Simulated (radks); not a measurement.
The numbers below are computed, except where a source is named.
Task: Coherent X-ray form factor from a spherical all-electron density. Level of theory: non-relativistic Kohn-Sham, PBE, spin-polarised, spherical densities, point nucleus (a radial shooting solver on a logarithmic mesh with Libxc functionals).

sin(theta)/lambda (1/angstrom),f0 (electrons)
0.05,62.363
0.1,60.557
0.15,57.861
0.2,54.634
0.25,51.216
0.3,47.862
0.4,41.844
0.5,36.872
0.6,32.709
0.8,26.071
1,21.344
1.25,17.619
1.5,15.273
2,11.687

The species is in the configuration that NIST lists as its ground one. Which atom or ion scatters so?

Result: The dysprosium ion Dy3+, [Xe] 4f9. Extrapolating in s^2 from the first two rows gives f0(0) = 63.0, near the electron count 63; among species with that count, the fall with angle is slower the higher Z, and the table is that of Z = 66; from so few rows the species is fixed only to a neighbour or two.
